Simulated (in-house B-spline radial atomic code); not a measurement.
## Ionising the phosphorus ion P⁷⁺ with different functionals

Computed with a B-spline radial code for spherical atoms: four-component Dirac-Coulomb Hamiltonian, Fermi nucleus of rms radius 3.1889 fm, spin-restricted, spherical fractional occupations for the functionals. The ionisation energy is the difference of two self-consistent energies, [He] 2s2 2p4 → [He] 2s2 2p3, without Breit or QED terms; ε is the level of the shell that loses the electron (mean over j). The electron is taken from both j subshells in proportion to 2j + 1, so the result is a j average, not the step between ground levels.

Hybrids are left out here: with spherical fractional occupations of an open shell their exact exchange keeps a self-interaction that integer-occupation calculations don't have.

| method | rung | ΔSCF (eV) | -ε(2p) (eV) |
| --- | --- | --- | --- |
| LDA VWN5 | LDA | ? | ? |
| relativistic LDA | LDA | ? | ? |
| LDA PW92 | LDA | 316.22 | 291.46 |
| LDA exchange-only | LDA | 313.85 | 289.09 |
| PBE | GGA | 316.37 | 291.59 |
| PBEsol | GGA | 316.02 | 291.26 |
| BLYP | GGA | 316.56 | 291.74 |
| RPBE | GGA | 316.29 | 291.52 |
| PW91 | GGA | 316.69 | 291.89 |
| BP86 | GGA | 316.55 | 291.76 |
| AM05 | GGA | 315.90 | 291.15 |
| OLYP | GGA | 316.97 | 292.25 |

(1) What does LDA VWN5 give?

(2) What does relativistic LDA give?

(3) How do they compare with the NIST value?

Results:

(1) ΔSCF 316.23 eV, and -ε(2p) = 291.47 eV.

(2) ΔSCF 316.16 eV, and -ε(2p) = 291.40 eV.

(3) NIST lists 309.6 eV ± 0.1 (semi-empirical, ground level to ground level). Errors run from +4.25 to +7.37 eV. The correlated functionals all miss on the same side by more than they spread, so the cause is common to them (Breit-QED terms, spin polarisation, the choice among j levels, multiplet and fine-structure energies, or a listed next ion that isn't the cheapest removal here) and closeness doesn't rank the functionals.
